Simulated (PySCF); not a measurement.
C₃H₆FNSi, SMILES F[C@@H]1CN=C[SiH2]1.

The structure is a stationary point at TPSSh-D3(BJ)/def2-SVP. The structure was generated by enumeration; whether it is a known compound was not checked. Other conformers were not sampled.

Two levels are set side by side: PBE/def2-TZVP (PySCF) and CAM-B3LYP/def2-TZVP (PySCF). Same geometry, gas phase. Differences are taken from unrounded values.

| quantity | CAM-B3LYP |
|---|---|
| orbital gap (eV) | 8.71 |
| highest occupied level (eV) | -8.58 |
| lowest empty level (eV) | 0.14 |
| dipole moment (D) | 2.15 |
| mean polarisability (bohr³) | 65.2 |

Task: What does PBE give, and how far is it from CAM-B3LYP? (Estimate from the structure and the level; the computed values follow.)

Result: 
| quantity | PBE | PBE minus CAM-B3LYP |
|---|---|---|
| orbital gap (eV) | 3.68 | -5.04 |
| highest occupied level (eV) | -5.81 | 2.77 |
| lowest empty level (eV) | -2.13 | -2.27 |
| dipole moment (D) | 1.79 | -0.36 |
| mean polarisability (bohr³) | 69.1 | 3.9 |

PBE's occupied levels lie high since its potential decays too fast outside the molecule; exact exchange lowers them and widens the gap. Loosely held outer electrons make PBE densities more polarisable. Differences between two approximate levels are no errors against the true value.

Rough cost on one machine, each run with all the roots and properties that it gave: CAM-B3LYP against PBE within a factor of 2.
